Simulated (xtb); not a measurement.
C5H7F, SMILES C=CC1(F)CC1. All values are semi-empirical tight-binding results from xtb (GFN2-xTB unless named), good for trends rather than for accurate numbers. Coordinates come from a GFN2-xTB optimisation. The values are those of a single conformer.

Optimised geometry:

Bonds (Å): C1–C2 1.322, C1–H7 1.077, C1–H8 1.076, C2–C3 1.472, C2–H9 1.081, C3–F4 1.374, C3–C5 1.504, C3–C6 1.504, C5–C6 1.499, C5–H10 1.079, C5–H11 1.079, C6–H12 1.079, C6–H13 1.079. Bond angles (°): C2–C1–H7 121.4, C2–C1–H8 121.6, H7–C1–H8 117.0, C1–C2–C3 124.5, C1–C2–H9 121.5, C3–C2–H9 113.9, C2–C3–F4 113.6, C2–C3–C5 121.5, C2–C3–C6 121.5, F4–C3–C5 115.1, F4–C3–C6 115.1, C5–C3–C6 59.8, C3–C5–C6 60.1, C3–C5–H10 116.8, C3–C5–H11 117.9, C6–C5–H10 117.9, C6–C5–H11 119.1, H10–C5–H11 114.4, C3–C6–C5 60.1, C3–C6–H12 117.9, C3–C6–H13 116.8, C5–C6–H12 119.1, C5–C6–H13 117.9, H12–C6–H13 114.4.
Charge 0, spin multiplicity 1.

Problem. Estimate the properties. (Estimate from the structure and the level; the computed values follow.)

Solution. 
```yaml
point_group_as_xtb_finds_it: Cs
orbital_gap: 4.86 eV
dipole_moment: 2.18 D
zero_point_energy: 65.3 kcal/mol
G − E(el) at 298.15 K (modified RRHO): 46.7 kcal/mol
static polarisability (D4 model): 57.9 bohr³
solvation energy, GFN2-xTB/ALPB(water): -2.4 kcal/mol
solvation energy, GFN2-xTB/ALPB(ether): -5.5 kcal/mol
```

Computed IR lines (harmonic; lines under 4 % of the strongest left out, lines within 3 cm⁻¹ merged):
ν (cm⁻¹): 354 (w), 413 (w), 494 (w), 674 (w), 729 (m), 888 (w), 897 (m), 954 (s), 1013 (m), 1019 (m), 1058 (w), 1082 (w), 1258 (vs), 1265 (w), 1465 (w), 1700 (m), 3071 (m), 3097 (m), 3113 (w), 3124 (m), 3143 (s) (against the strongest line: vs over 80 %, s over 45 %, m over 15 %, w over 4 %, vw less)

Problem. Give the atomic charges and the Wiberg bond orders between heavy atoms. (The exact figures need the calculation; the answer reports its results.)

Solution. charges (e) C1 -0.08, C2 -0.04, C3 0.18, F4 -0.25, C5 -0.07, C6 -0.07, H7 0.06, H8 0.04, H9 0.04, H10 0.06, H11 0.05, H12 0.05, H13 0.06. Bond orders C1–C2 1.94, C2–C3 1.04, C3–F4 0.92, C3–C5 0.93, C3–C6 0.93, C5–C6 0.98.
